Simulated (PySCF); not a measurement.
An unknown gives this computed stick spectrum. Level of theory: TDDFT PBE0/def2-SVPD, vertical, gas phase, core orbitals frozen in the response (PySCF 2.14.0, density-fitted response routines). Geometries: GFN2-xTB, one conformer each.

```json
{"state": "S1", "ν̃ (cm⁻¹)": "46680", "f": "0.013", "main configurations (H = HOMO, L = LUMO)": "H→L (93%)"}
{"state": "S2", "ν̃ (cm⁻¹)": "49920", "f": "0.0002", "main configurations (H = HOMO, L = LUMO)": "H→L+1 (89%)"}
{"state": "S3", "ν̃ (cm⁻¹)": "51620", "f": "0.0053", "main configurations (H = HOMO, L = LUMO)": "H-1→L (58%), H→L+2 (41%)"}
{"state": "S4", "ν̃ (cm⁻¹)": "53960", "f": "0.0000", "main configurations (H = HOMO, L = LUMO)": "H→L+3 (62%), H-1→L+1 (23%)"}
{"state": "S5", "ν̃ (cm⁻¹)": "56030", "f": "0.0061", "main configurations (H = HOMO, L = LUMO)": "H-1→L+1 (64%), H→L+3 (23%)"}
{"state": "S6", "ν̃ (cm⁻¹)": "56420", "f": "0.206", "main configurations (H = HOMO, L = LUMO)": "H→L+2 (37%), H-1→L+2 (33%), H-1→L (19%)"}
{"state": "S7", "ν̃ (cm⁻¹)": "58240", "f": "0.0003", "main configurations (H = HOMO, L = LUMO)": "H-2→L (66%), H→L+4 (28%)"}
{"state": "S8", "ν̃ (cm⁻¹)": "58310", "f": "0.0011", "main configurations (H = HOMO, L = LUMO)": "H→L+4 (65%), H-2→L (28%)"}
```

Triplets computed (Tamm–Dancoff): 4.15, 4.42, 5.86 eV.

Problem. Which structure fits? All have the formula C6H7Cl.
A. `ClC1=CCC=CC1`
B. `ClC1=CC[C@@H]2C[C@H]12`
C. `C1[C@H]2[C@H]3[C@@]1(C[C@@H]23)Cl`

Solution. A. Its S1, at 5.79 eV, is the lowest among the candidates; the nearest of the others has S1 at 6.11 eV. S1 is HOMO→LUMO (93%). Löwdin shares by element: HOMO carbon 50% or more, chlorine 15% (atoms not listed hold the other 35%); LUMO carbon 68% or more (atoms not listed hold the other 31%). At the same level the other candidates give, for their lowest levels:
- `Cl[C@]12C[C@@H]3[C@H](C1)[C@@H]32`: 6.98 eV (f 0.002); 7.46 eV (f 0.036); 7.46 eV (f 0.008); 7.55 eV (f 0.001); 7.79 eV (f 0.006); T1 6.65 eV; HOMO -7.54, LUMO 0.70 eV
- `ClC1=CC[C@@H]2C[C@H]12`: 6.11 eV (f 0.155); 6.21 eV (f 0.004); 6.57 eV (f 0.004); 6.90 eV (f 0.014); 7.03 eV (f 0.009); T1 3.93 eV; HOMO -6.71, LUMO 0.07 eV

Without π bonds the low states may be Rydberg-like; a valence basis with one diffuse set may place them up to an eV too high.
